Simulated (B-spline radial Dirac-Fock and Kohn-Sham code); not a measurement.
**Binding energies of Pt⁴⁺ in different valence configurations**

The computed values come from an atomic code on a B-spline grid: ΔSCF Dirac-Fock with Breit, self-energy and vacuum polarisation, finite nucleus, configuration average. No correlation.

Reference: the tabulated ground configuration [Xe] 4f14 5d6, with 3d3/2 2266.6 eV, 4p1/2 678.7 eV, 4d3/2 397.6 eV, 4d5/2 380.7 eV, 5p1/2 128.3 eV, 5p3/2 112.9 eV, Kα1 66826.3 eV, Kβ1 75739.0 eV, Lα1 9441.5 eV, Lβ2 11247.0 eV.

Q: One of these configurations gives the following shifts from the reference, in eV: average energy +21.03, 3d3/2 +6.59, 4p1/2 +6.48, 4d3/2 +6.41, 4d5/2 +6.40, 5p1/2 +5.19, 5p3/2 +4.92, Kα1 -0.23, Kβ1 -0.12, Lα1 +0.11, Lβ2 +0.30. Which?
A. [Xe] 4f14 5d5 6s1
B. [Xe] 4f14 5d4 6s2
C. [Xe] 4f14 5d5 6p1

A: C. The others give [Xe] 4f14 5d4 6s2: 3d3/2 +10.33; [Xe] 4f14 5d5 6s1: 3d3/2 +5.09.
